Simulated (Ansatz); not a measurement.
Compare A (`[CH3][Al]([SiH3])[BH]O`) with its isomer B (`BCO[SiH2][AlH2]`).

Gas-phase electronic energies from Ansatz, PBE0-D4/def2-TZVP geometries. CCSD(T)/CBS adds triple-zeta CCSD(T) − MP2 to the extrapolated MP2 energy (def2 sets, frozen cores). Functionals use def2-TZVPP. B3LYP here is the variant with VWN-RPA as its local correlation; programs differ in this. One conformer a species, not always the lowest.

**Question.** Which is lower in electronic energy at CCSD(T)/CBS, and by how much? (Estimate.)

**Answer.** Computed: A, by 32.5 kcal/mol.

**Question.** Give E(B) − E(A) in kcal/mol with CCSD(T)/def2-TZVPP, r2SCAN-D4, MP2/def2-TZVPP, HF/def2-TZVPP, B2PLYP, ωB97M-V, B3LYP-D4. (An estimate is asked.)

**Answer.** Computed: CCSD(T)/def2-TZVPP 32.7, r2SCAN-D4 32.9, MP2/def2-TZVPP 32.4, HF/def2-TZVPP 23.5, B2PLYP 31.3, ωB97M-V 31.2, B3LYP-D4 30.2. None reverses the order clearly.

Largest T1 diagnostic: 0.014.

From PBE to PBE0 (25 % exact exchange), in def2-TZVPP and without D4, E(B) − E(A) moves by −1.7 kcal/mol. The D4 term adds −1.1 kcal/mol with B3LYP and −0.5 kcal/mol with PBE0; it sums over pairs of atoms, weighted by their polarisabilities, and B3LYP, whose exchange is more repulsive, gets the larger term.
